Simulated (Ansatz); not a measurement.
Two members of one family (Same ligands, another metal), computed with Ansatz in the gas phase; def2 core potentials for Hf, no spin–orbit coupling. The two geometries come from different levels. Binding counts from free atoms in the multiplicity of their measured ground term, without zero-point energy. Names give formal oxidation states. A dash marks a value that wasn't run or was left out as unsound. The structures are stationary points that may keep the symmetry of their start. Remarks come from the PBE and PBE0 runs and from stability tests at other levels; not every state was tested. HOMO above LUMO (over both spins in singlets and doublets, within one spin in higher multiplets; at PBE or PBE0), or a gap under 0.15 eV within one spin, warns that the state may not be the lowest or that an electron is smeared out.

First: Hf(OH)4 (singlet, charge 0, PBE0-D4/def2-SVP geometry).

| atom | x (Å) | y (Å) | z (Å) |
| --- | --- | --- | --- |
| Hf1 | 0.000 | 0.000 | 0.000 |
| O2 | -0.114 | 0.391 | 1.888 |
| H3 | -0.161 | 0.583 | 2.820 |
| O4 | -0.875 | -1.683 | -0.362 |
| H5 | -1.309 | -2.513 | -0.532 |
| O6 | 1.856 | -0.112 | -0.523 |
| H7 | 2.770 | -0.160 | -0.786 |
| O8 | -0.867 | 1.404 | -1.003 |
| H9 | -1.300 | 2.091 | -1.502 |

| level | HOMO (eV) | LUMO (eV) | gap (eV) | vertical IE (eV) | binding per atom (eV) |
| --- | --- | --- | --- | --- | --- |
| PBE-D4/def2-SVP | -6.47 | -0.36 | 6.11 | – | 4.64 |
| PBE-D4/def2-TZVP | -6.73 | -0.58 | 6.15 | 9.69 | 4.62 |
| r2SCAN-D4/def2-TZVP | -7.12 | 0.04 | 7.17 | 9.95 | 4.56 |
| r2SCAN-D4/def2-TZVPD | -7.25 | -0.30 | 6.95 | – | 4.56 |
| ωB97X-V/def2-TZVP | -10.94 | 1.74 | 12.68 | – | 4.55 |

Metal–donor distances: 4 × O 1.93 Å. Remarks: gap within one spin near zero at PBE or PBE0 (+1 doublet).

Second: Ti(OH)4 (singlet, charge 0, PBE-D4/def2-SVP geometry).

Cartesian coordinates in Å:
```
Ti -0.001 0.001 0.000
O 0.543 1.543 -0.771
H 1.174 2.174 -0.384
O -1.670 0.192 0.670
H -2.285 0.912 0.443
O 1.103 -0.437 1.363
H 1.790 -1.126 1.332
O 0.020 -1.296 -1.261
H -0.675 -1.963 -1.391
```

**Question.** Estimate how these quantities change from the first to the second (second minus first).

**Answer.** 
| level | Δ HOMO (eV) | Δ LUMO (eV) | Δ gap (eV) | Δ vertical IE (eV) | Δ binding per atom (eV) |
| --- | --- | --- | --- | --- | --- |
| PBE-D4/def2-SVP | -0.35 | -1.44 | -1.08 | – | -0.15 |
| PBE-D4/def2-TZVP | -0.59 | -1.64 | -1.06 | 0.73 | – |
| r2SCAN-D4/def2-TZVP | -0.59 | -2.20 | -1.61 | 0.72 | – |
| r2SCAN-D4/def2-TZVPD | -0.52 | -1.91 | -1.39 | – | – |
| ωB97X-V/def2-TZVP | -0.58 | -0.74 | -0.16 | – | -0.32 |

Metal–donor distances: 4 × O 1.81 Å. Remarks: gap within one spin near zero at PBE or PBE0 (+1 doublet).
